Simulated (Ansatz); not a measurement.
Geometry optimisation, Ansatz, UKS PBE-D4/def2-SVP.

Input:

```yaml
crystal:
  periodic: [false, false, false]
  atoms:
    - { symbol: S, position_ang: [-1.00893, 0.43126, 0.80511] }
    - { symbol: C, position_ang: [-0.17687, -0.87081, 0.29715] }
    - { symbol: Ga, position_ang: [1.2905, 0.28218, -0.75486] }
    - { symbol: H, position_ang: [-0.73819, -1.71554, -0.09609] }
    - { symbol: H, position_ang: [2.1651, -1.13756, -1.41442] }
magnetization:
  spin_polarized: true
  initial_magnetization: 1
basis:
  gaussian: { orbitals: def2-SVP }
hamiltonian:
  xc: pbe
  dispersion: d4
relax:
  f_tol: 0.015
  max_steps: 40
output:
  orbitals: {}
```

Command:

```bash
$ ansatz run input.yaml --threads 2 --pin off --max-ram 3072MiB --backend cpu --events-out ev --progress --plain --runs-dir out
```

Task: Where does it end, and by what steps?

Result: The forces met the threshold. After 21 steps the energy has fallen by 1.457 eV; H5 moved furthest, 1.01 Å.

```tsv
step	energy less start (eV)	largest force component (eV/Å)	accepted
0	0.0000	1.533	yes
1	-0.4085	1.143	yes
2	-0.6339	1.153	yes
3	-0.8170	0.943	yes
4	-0.9775	0.747	yes
5	-1.0801	0.634	yes
6	-1.1783	0.364	yes
7	-1.2385	0.314	yes
8	-1.2520	1.421	yes
9	-1.2910	0.773	yes
10	-1.3379	0.357	yes
11	-1.3189	0.554	no
12	-1.3608	0.154	yes
13	-1.3681	0.163	yes
14	-1.3856	0.395	yes
15	-1.3967	0.358	yes
16	-1.4350	0.411	yes
17	-1.4388	0.298	yes
18	-1.4555	0.079	yes
19	-1.4524	0.503	no
20	-1.4572	0.024	yes
21	-1.4575	0.014	yes
```

```xyz
5
Properties=species:S:1:pos:R:3
S -0.220 0.384 1.001
C -0.522 -0.972 -0.078
Ga 1.146 -0.596 -0.733
H -1.421 -1.603 -0.122
H 2.549 -0.223 -1.231
```

The run took 34 s on 2 threads of AMD EPYC 7B13 (Zen 3), with other jobs on the host, peak memory 0.18 GiB.
